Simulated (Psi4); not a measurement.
## ScNH4O2 (SMILES [NH2][Sc]([OH])[OH]): the HOMO–LUMO gap, rung by rung

ScNH4O2 has 8 atoms, charge 0, and is taken as a singlet. As SMILES, `[NH2][Sc]([OH])[OH]`. The shape was relaxed beforehand at PBE0/def2-TZVP. This is one conformer, not always the lowest.

Quantity: the HOMO–LUMO gap, in eV. The values are calculated.

```
                                 level                    kind  program  value (eV)  CPU time
   PBE-D4/def2-TZVPP (density fitting)                     GGA     Psi4        3.35      80 s
r2SCAN-D4/def2-TZVPP (density fitting)                meta-GGA     Psi4        3.94   4.5 min
 B3LYP-D4/def2-TZVPP (density fitting)           global hybrid     Psi4        4.97      69 s
  PBE0-D4/def2-TZVPP (density fitting)           global hybrid     Psi4        5.56      70 s
  wB97M-V/def2-TZVPP (density fitting)  range-separated hybrid     Psi4        9.37   4.4 min
```

The values span 3.35 to 9.37 eV. Orbital gaps aren't excitation energies; they tend to grow with the share of exact exchange. Times are those of the runs behind each value, whatever else they computed, on shared processors of several kinds: orders of magnitude only.
